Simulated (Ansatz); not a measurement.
A run for Ansatz (an electronic-structure program): R-CCSD(T)/cc-pV(T+d)Z on H3NOSi (SMILES N[Si]O), a point of a torsion scan. Files ending in .json are basis or fitting sets from the Basis Set Exchange.

Ansatz 0.2 input:
```yaml
crystal:
  periodic: [false, false, false]
  atoms:
    - {symbol: N, position_ang: [-1.01414670, -0.04757369, 0.17168626]}
    - {symbol: Si, position_ang: [0.39194984, -0.94332127, 0.58700473]}
    - {symbol: O, position_ang: [1.54962894, -0.21825367, -0.29557524]}
    - {symbol: H, position_ang: [-1.92025536, -0.24902616, 0.55622963]}
    - {symbol: H, position_ang: [-1.04665294, 0.73291577, -0.47422800]}
    - {symbol: H, position_ang: [1.41424504, 0.52585461, -0.88629785]}
basis:
  gaussian:
    orbitals: cc-pV_T+d_Z.json
magnetization: {spin_polarized: false}
correlation: {method: ccsd_t, electrons: outside_noble_gas}
scf: {lower_state_search: off}
```

Output:

```
WARN ansatz: RAYON_NUM_THREADS=1 ignored (pool sized by the plan → 1); use --threads N
Functional definition: HF
these checks for a lower state are left out or cut short: stability, starts, cluster_reference, orbital_swaps, neighbouring_geometries, increment
integrals: 0.29 GiB planned
838 factors; integrals over basis functions are off by at most 1.3e-3 eV
mean field: 0.29 GiB planned
mean field evaluation 1: about -11427.9209 eV, gradient 4.6e1 eV
mean field evaluation 2: about -11427.9252 eV, gradient 4.6e1 eV
mean field evaluation 4: about -11431.8234 eV, gradient 2.8e0 eV
mean field evaluation 8: about -11431.8618 eV, gradient 6.9e-2 eV
mean field -11431.86180262 eV, -420.1131724519 hartree, gradient 2.7e-6 eV, S^2 0.000000; 0 other end points of the search recorded, 0 dependent functions left out
7 core orbitals not correlated
reference -11431.86180262 eV, -420.1131724519 hartree; 9, 9 occupied and 125, 125 virtual orbitals, 838 factors
second order -15.22178567 eV of doubles, -0.00000000 eV of singles
coupled cluster: 0.91 GiB planned
cycle   1  -15.30642346 eV  change   -8.5e-2 eV  update   8.7e-2
cycle   2  -15.68202666 eV  change   -3.8e-1 eV  update   2.8e-2
cycle   3  -15.76853880 eV  change   -8.7e-2 eV  update   1.5e-2
cycle   4  -15.75400652 eV  change    1.5e-2 eV  update   3.4e-3
cycle   5  -15.75311435 eV  change    8.9e-4 eV  update   1.5e-3
cycle   6  -15.75348238 eV  change   -3.7e-4 eV  update   5.0e-4
cycle   7  -15.75311642 eV  change    3.7e-4 eV  update   1.8e-4
cycle   8  -15.75308726 eV  change    2.9e-5 eV  update   7.0e-5
cycle   9  -15.75311823 eV  change   -3.1e-5 eV  update   2.4e-5
cycle  10  -15.75311454 eV  change    3.7e-6 eV  update   8.7e-6
perturbative correction -0.60500882 eV, -0.0222336639 hartree
Total energy: -11448.21992597 eV, -420.7143223974 hartree
Checks for a lower state left out: stability, starts, cluster_reference, orbital_swaps, neighbouring_geometries, increment
```

The calculation finished and met its thresholds.

Cost: around 11 core-seconds (rough).
